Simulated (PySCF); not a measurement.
Gas-phase reaction: GeCl3 + 3 H2 = GeH3 + 3 HCl

Method: PySCF energies (xtb for GFN2) plus ideal-gas RRHO corrections (1 bar). † marks an energy on the PBE0/def2-TZVP geometry and frequencies; other levels use their own. MP2 freezes the core. 6-31G* has spherical d functions here. Open shells (unrestricted): GeCl3 (multiplicity 2), GeH3 (multiplicity 2); the rest are closed-shell singlets. GFN2 has no spin-polarisation term. B3LYP is the form with VWN-RPA correlation. Ge: all electrons, no relativistic terms. GeCl3, GeH3: computed as isolated molecules; such fragments, hydroxides, amides, oligomers or adducts are transient or little studied in the gas. MP2 isn't extrapolated to the basis-set limit; its ΔH°(298 K) is 160.6 kJ in def2-SVP and 192.0 kJ in def2-TZVPP. The harmonic model lacks anharmonicity and excited electronic states, which grow with temperature; levels with a mode under 35 cm⁻¹ are left out.

```csv
level,"ΔE electronic, kJ","ΔH°(298 K), kJ","ΔS°(298 K), J/K","ΔG°(600 K), kJ"
B3LYP/def2-TZVP†,181,192,63,158
BLYP/def2-TZVP†,196,207,63,173
GFN2-xTB,301,309,49,283
HF/6-31G*,145,157,66,121
HF/def2-TZVP†,141,152,63,118
M06-2X/def2-TZVP†,223,234,63,200
MP2/def2-TZVPP†,182,192,63,158
PBE/def2-TZVP†,193,203,63,170
PBE0/def2-QZVP†,163,173,63,139
ωB97X-V/def2-TZVP†,181,191,63,157
```
ΔH° is lowest at HF/def2-TZVP† and highest at GFN2-xTB. No reference value is set beside these.
